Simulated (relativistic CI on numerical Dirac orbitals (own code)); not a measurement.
# Electric-dipole transitions in Rb XXX

Calculated at this level of theory: Dirac-Coulomb-Breit CI, separate exchange-only KLI orbitals for each configuration, model QED (radiative potential, 1s self-energy scaled to tabulated hydrogen-like ionisation energies), unscaled Slater integrals (own radial code, finite nucleus).

Configurations in the expansion (outside the closed core 1s2): 2s²2p⁴, 2s2p⁵, 2p⁶, 2p⁵3s, 2p⁵3p, 2p⁵3d, 2s²2p³3s, 2s²2p³3p, 2s²2p³3d, 2s2p⁴3s, 2s2p⁴3p, 2s2p⁴3d, 2s²2p³4s, 2s²2p³4p, 2s²2p³4d, 2s²2p³4f. Levels of other configurations are missing.

| λ vac (nm) | Lower | Upper | A (s⁻¹) | E lower (eV) | E upper (eV) |
| --- | --- | --- | --- | --- | --- |
| 0.58605 | 2s²2p⁴ ³P0 [2] | 2s²2p³3d ³D°1 [79] | 9.23e+13 | 20.82 | 2136.43 |
| 0.58612 | 2s²2p⁴ ³P2 [1] | 2s²2p³3d ³D°2 [67] | 5.91e+13 | 0.00 | 2115.33 |
| 0.58714 | 2s²2p⁴ ³P2 [1] | 2s²2p³3d ³D°3 [64] | 9.31e+13 | 0.00 | 2111.68 |
| 0.58724 | 2s²2p⁴ ¹D2 [4] | 2s²2p³3d ¹F°3 [95] | 7.22e+13 | 72.66 | 2183.96 |
| 0.58811 | 2s2p⁵ ³P°1 [7] | 2s2p⁴3d ³D2 [191] | 6.20e+13 | 246.59 | 2354.78 |
| 0.58837 | 2s²2p⁴ ³P2 [1] | 2s²2p³3d ³P°2 [60] | 2.95e+13 | 0.00 | 2107.25 |
| 0.58970 | 2s2p⁵ ³P°2 [6] | 2s2p⁴3d ³D3 [175] | 5.14e+13 | 220.92 | 2323.40 |
| 0.58985 | 2s2p⁵ ³P°2 [6] | 2s2p⁴3d ³P2 [173] | 8.25e+13 | 220.92 | 2322.89 |
| 0.59811 | 2s²2p⁴ ³P1 [3] | 2s²2p³3d ¹D°2 [78] | 5.52e+13 | 59.62 | 2132.55 |
| 0.60185 | 2s²2p⁴ ³P0 [5] | 2s²2p³3d ¹P°1 [105] | 1.47e+14 | 141.10 | 2201.16 |
| 0.60192 | 2s²2p⁴ ¹D2 [4] | 2s²2p³3d ³F°3 [77] | 5.89e+13 | 72.66 | 2132.48 |
| 0.60321 | 2s²2p⁴ ³P2 [1] | 2s²2p³3d ³D°3 [42] | 7.55e+13 | 0.00 | 2055.42 |
| 0.60429 | 2s²2p⁴ ¹D2 [4] | 2s²2p³3d ¹F°3 [75] | 4.50e+13 | 72.66 | 2124.39 |
| 0.60444 | 2s2p⁵ ³P°2 [6] | 2s2p⁴3d ³D3 [150] | 6.22e+13 | 220.92 | 2272.16 |
| 0.60493 | 2s2p⁵ ¹P°1 [9] | 2s2p⁴3d ¹D2 [196] | 9.85e+13 | 316.32 | 2365.87 |
| 0.60607 | 2s²2p⁴ ³P2 [1] | 2s²2p³3d ³D°2 [37] | 3.18e+13 | 0.00 | 2045.71 |
| 0.60882 | 2s²2p⁴ ³P0 [2] | 2s²2p³3d ³D°1 [44] | 5.29e+13 | 20.82 | 2057.28 |
| 0.60923 | 2s2p⁵ ³P°1 [7] | 2s2p⁴3d ³P2 [153] | 6.41e+13 | 246.59 | 2281.68 |
| 0.61274 | 2s2p⁵ ³P°2 [6] | 2s2p⁴3d ³D2 [128] | 4.45e+13 | 220.92 | 2244.37 |
| 0.61336 | 2s2p⁵ ³P°2 [6] | 2s2p⁴3d ³F3 [127] | 3.73e+13 | 220.92 | 2242.31 |

Terms are leading LS components. Brackets give the number of a level in order of energy, since labels repeat. The list gives strong lines, with weight on those to low levels, without lines whose two gauges differ by over a factor of 2.5, among the lowest 200 of 342 levels, so that lines to higher ones, which can be the strongest, are missing. Levels whose partners in the same complex of configurations lie outside the list can be far off, and so can their lines. Rates are taken at the computed energies, electric ones in the length gauge.

At this charge energies of transitions that change n are usually good to better than 1 %, and those within a shell (Δn = 0) to a few per cent.

LS names give the leading component of a level, which can be under half, so a name can repeat, a term be missing and a line seem to break the LS rules.
